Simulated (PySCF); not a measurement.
System: 4-fluoro-1,3-dioxole, C3H3FO2, charge 0, multiplicity 1. SMILES: C1(=COCO1)F
Structure (B3LYP-D3(BJ)/def2-TZVP (Ansatz) minimum search):
```xyz
9

F      1.8074    -0.9228     0.0089
C      0.6831    -0.2434     0.0040
C      0.4343     1.0462     0.1720
O     -0.9358     1.2561    -0.0199
C     -1.4902    -0.0489     0.0660
O     -0.4372    -0.9683    -0.2724
H      1.0694     1.8915     0.3512
H     -1.8082    -0.2534     1.0981
H     -2.3064    -0.1575    -0.6433
```

Dispersion corrections to the total energy (kcal/mol) from the dftd3 and dftd4 libraries through PySCF: D3(BJ) without and D4 with the three-body term, each with the damping fitted for the functional named.

| functional | D3(BJ) | D4 |
|---|---|---|
| BP86 | … | -4.97 |
| TPSSh | -4.16 | -4.77 |
| B2GP-PLYP | -2.05 | -1.58 |
| LC-wPBE | -3.30 | -4.28 |
| BHLYP | -4.83 | … |
| B2PLYP | -2.83 | … |
| B3LYP | -6.36 | -6.23 |

Q: Some entries are withheld; supply them.

A: 
- BP86, D3(BJ): -5.57
- BHLYP, D4: -4.20
- B2PLYP, D4: -2.69
